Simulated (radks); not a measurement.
All-electron atom: the krypton ion Kr21+ in [Ne] 3s2 3p3.

Method: Dirac Kohn-Sham, PBEsol, spin-unpolarised, spherical densities, point nucleus; open shells fill j = l - 1/2 first; computed with a radial shooting solver on a logarithmic mesh with Libxc functionals.

Energy parts (hartree):
total: -2521.39664
kinetic: 2597.76141
electron-nucleus: -5557.45751
Hartree: 504.82216
exchange-correlation: -66.52270

Orbitals (lengths in bohr, moments of r in powers of bohr; r(max) is where P^2 peaks):
1s1/2: occ. 2; eigenvalue (hartree) -552.7449; r(max) 0.02709
2s1/2: occ. 2; eigenvalue (hartree) -100.5253; r(max) 0.1537
2p1/2: occ. 2; eigenvalue (hartree) -94.21794; r(max) 0.1206
2p3/2: occ. 4; eigenvalue (hartree) -92.20208; r(max) 0.1238
3s1/2: occ. 2; eigenvalue (hartree) -36.03874; r(max) 0.4295
3p1/2: occ. 2; eigenvalue (hartree) -33.88275; r(max) 0.4119
3p3/2: occ. 1; eigenvalue (hartree) -33.43934; r(max) 0.4181

The highest occupied level is 3p3/2 at -909.93 eV. For comparison, the ionisation energy in NIST's Atomic Spectra Database is 945 eV (semi-empirical). In exact Kohn-Sham theory the highest level is minus the ionisation energy, but local and semilocal functionals leave it too shallow, through self-interaction and a potential that decays too fast; potentials with the right tail come closer.

Beside tabulated values, note that spin-unpolarised runs miss the spin-polarisation part of the exchange energy of open shells.
